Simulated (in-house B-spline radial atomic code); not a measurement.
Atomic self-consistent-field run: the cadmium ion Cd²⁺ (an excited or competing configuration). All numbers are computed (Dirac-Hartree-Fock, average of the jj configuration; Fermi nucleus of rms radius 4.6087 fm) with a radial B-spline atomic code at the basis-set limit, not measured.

In the input, a minus or plus after the letter marks the j = l - 1/2 or j = l + 1/2 subshell.

Command:
```bash
python run_scf.py task.json out
```
Settings (nuclear radius in fm, mass in u):
```
Z                48
configuration    1s2 2s2 2p6 3s2 3p6 3d10 4s2 4p6 4d-4 4d+5 5g+1
hamiltonian      dirac
method           hf
spin_polarised   False
nucleus          fermi
rms_radius       4.6087
atomic_mass      113.90336
speed_of_light   137.035999084
```

Output (hartree, bohr):
```
 radial grid: 79 intervals, B-splines of order 8, outer radius 53.7037 bohr

 iter        energy (Eh)    residual
    1       -5581.876005    5.73e-01
    2       -5588.388047    3.25e-01
    3       -5591.126176    9.02e-02
    4       -5591.326453    2.54e-02
    5       -5591.338192    1.16e-02
    6       -5591.341545    1.50e-03
    7       -5591.341560    1.24e-04
    8       -5591.341560    1.86e-05
    9       -5591.341560    2.41e-06
   10       -5591.341560    3.83e-07

 total energy                     -5591.34156
 kinetic                            5863.8634
 electron-nucleus                 -13516.8058
 electron-electron                  2061.6008

 first-order corrections (not in the total)
   Gaunt                             4.2762
   retardation                      -0.4340
   frequency dependence             -0.0345
   self-energy                       2.8898
   Uehling                          -0.3647
   Wichmann-Kroll                    0.0070
   recoil                            0.0185

 orbital      occ     eigenvalue          <r>       <r^2>       <1/r>     <1/r^3>       r_max    small
 1s1/2      2.000      -988.5628    0.0303899  0.00124918     50.6423           -     0.01968  3.10e-02
 2s1/2      2.000      -151.0072     0.131057   0.0203162     11.7163           -      0.1112  6.54e-03
 2p1/2      2.000      -140.2312     0.111325   0.0152305     11.6594           -     0.08607  6.52e-03
 2p3/2      4.000      -133.1180     0.116448   0.0165374       10.93     3740.32     0.09037  6.24e-03
 3s1/2      2.000       -30.5202     0.356095    0.145101     4.12678           -       0.323  1.87e-03
 3p1/2      2.000       -26.1573     0.348093    0.140815     4.02425           -      0.3102  1.81e-03
 3p3/2      4.000       -24.8459     0.358658     0.14929      3.8498     686.252      0.3199  1.74e-03
 3d3/2      4.000       -17.2079     0.331423     0.13053     3.67699     105.529      0.2643  1.61e-03
 3d5/2      6.000       -16.9345     0.335268    0.133502     3.62826     98.9862      0.2673  1.58e-03
 4s1/2      2.000        -5.9134     0.881996    0.879317      1.5586           -      0.7967  4.57e-04
 4p1/2      2.000        -4.4560      0.93907     1.00612     1.44365           -      0.8304  4.04e-04
 4p3/2      4.000        -4.1899     0.965625     1.06361     1.39338     110.412      0.8532  3.86e-04
 4d3/2      4.000        -1.8879      1.18209      1.6443     1.11517     11.4864      0.9628  2.62e-04
 4d5/2      5.000        -1.8519      1.19665     1.68586     1.10177     10.7614      0.9737  2.57e-04
 5g9/2      1.000        -0.1800      9.16114     91.5692    0.120105  0.00241228       8.329  4.80e-06
```

Cost of the run: 1.2 s on 1 thread of Arm Neoverse V2 (shared host).

For the Dirac Hamiltonian the kinetic term is c α·p + (β - 1)c².
